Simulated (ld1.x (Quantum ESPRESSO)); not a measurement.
**Ranking TM potentials for oxygen (O)**

All share these settings but for the change named:

ld1.x (Quantum ESPRESSO) 7.5 input, shortened:

```
&input
   title='O', zed=8., rel=0, dft='PBESOL', iswitch=3,
   config='[He] 2s2 2p4'
 /
 &inputp
   pseudotype=2, tm=.true., lloc=-1, rcloc=0.70,
   nlcc=.true., rcore=0.60
 /
2
2S  1  0   2.00   0.00  0.70  0.70  0.0
2P  2  1   4.00   0.00  1.65  1.65  0.0
 &test
   configts(1)='2s2 2p4'
 /
```

Test errors are all-electron minus pseudo excitation energies from the reference, over 2s2 2p3; 2s2 2p2; 2s2 2p1; 2s1 2p5; 2s2 2p3.5; 2s2 2p0; 2s0 2p6. None of these files shows a bound ghost.

The base gives 3020.5 meV.

Of 8 variants that were run, those that failed, showed a ghost or another fault, or gave nearly equal values are left out.

A variant can come out equal or close to the base, since the largest error may sit in a test that the change hardly touches while other tests move.

Question: Rank these variants by their largest absolute test error, smallest first.
A. all radii but the core radius scaled by about 0.83 (s 0.58, p 1.36 bohr); local potential all-electron potential smoothed inside 0.58 bohr (lloc = -1)
B. wave 2s (bound): rc 0.70 bohr becomes 2s (bound): rc 0.88 bohr
C. wave 2p (bound): rc 1.65 bohr becomes 2p (bound): rc 1.08 bohr

Answer: C (669.3 meV), A (1511.6 meV), B (3041.9 meV).
